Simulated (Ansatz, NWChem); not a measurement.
## CH3Br (bromomethane): a line through the functionals

CH3Br: 5 atoms, total charge 0, spin state singlet. As SMILES, `CBr`. The shape is that of a PBE0-D4/def2-TZVP optimisation.

The electronic atomisation energy y, in eV, basis cc-pVTZ; a is the functional's share of exact exchange. Programs: Ansatz 0.2.0, NWChem 7.3.0.

| functional | program | a | y (eV) |
| --- | --- | --- | --- |
| TPSS | NWChem | 0 | 16.86 |
| r2SCAN | Ansatz | 0 | 16.69 |
| B3LYP | Ansatz | 0.2 | 16.55 |
| PBE0 | Ansatz | 0.25 | ? |
| BHLYP | Ansatz | 0.5 | 16.18 |

Problem. Fit y = c + s·a to the known rows and predict PBE0.

Solution. 
1. Means of the 4 rows: a = 0.1750, y = 16.570.
2. Σ(Δa)² = 0.1675, Σ(Δa·Δy) = -0.199, so the slope is -0.199/0.1675 = -1.1881.
3. Intercept: 16.570 − (-1.1881) × 0.1750 = 16.778. The largest residual of the fit is 0.088.
4. PBE0: 16.778 + (-1.1881) × 0.25 = 16.48 eV.

The run gave 16.66 eV, so the prediction is off by -0.18 eV, more than the scatter of the fit. The rows mix families of semi-local functionals, which the line can't see. Spin-orbit coupling is left out.
